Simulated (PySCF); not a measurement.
C₂H₅ClSi₂, SMILES C#C[Si@@H]([SiH3])Cl. Atoms are numbered in the order given.

```xyz
10

C      2.2608     1.9258    -0.2269
C      1.4701     1.0496     0.0711
Si     0.2211    -0.2079     0.5188
Si    -1.9157     0.7390     0.4053
Cl     0.2895    -1.7668    -0.8528
H      2.9652     2.6952    -0.4907
H      0.5533    -0.7649     1.8596
H     -2.1418     1.2314    -0.9860
H     -2.9401    -0.2938     0.7456
H     -2.0199     1.8794     1.3660
```

Geometry: PBE0-D3(BJ)/def2-SVP. The structure was generated by enumeration; whether it is a known compound was not checked.

Level of theory: PBE0/pcSseg-1 (PySCF).

GIAO shieldings, no solvent; atoms alike by connectivity are averaged. δ = σ(ref) − σ: ¹³C against TMS (σ = 186.3 ppm); ²⁹Si against TMS (σ = 352.7 ppm); ³⁵Cl against HCl (σ = 945.9 ppm); ¹H against TMS (σ = 31.56 ppm), references at their B3LYP-D3(BJ)/def2-TZVP geometries, non-relativistic (without spin–orbit terms, shifts of atoms bonded to Cl or Br come out too high).

Q: Estimate the chemical shifts. (An estimate is asked for; the answer gives what the named calculation found.)

A: 
```tsv
nucleus	atoms	count	δ (ppm)
¹³C	C1	1	112.1
¹³C	C2	1	87.2
²⁹Si	Si3	1	-26.2
²⁹Si	Si4	1	-97.3
³⁵Cl	Cl5	1	-30.1
¹H	H7	1	5.76
¹H	H8, H9, H10	3	3.92
¹H	H6	1	3.11
```
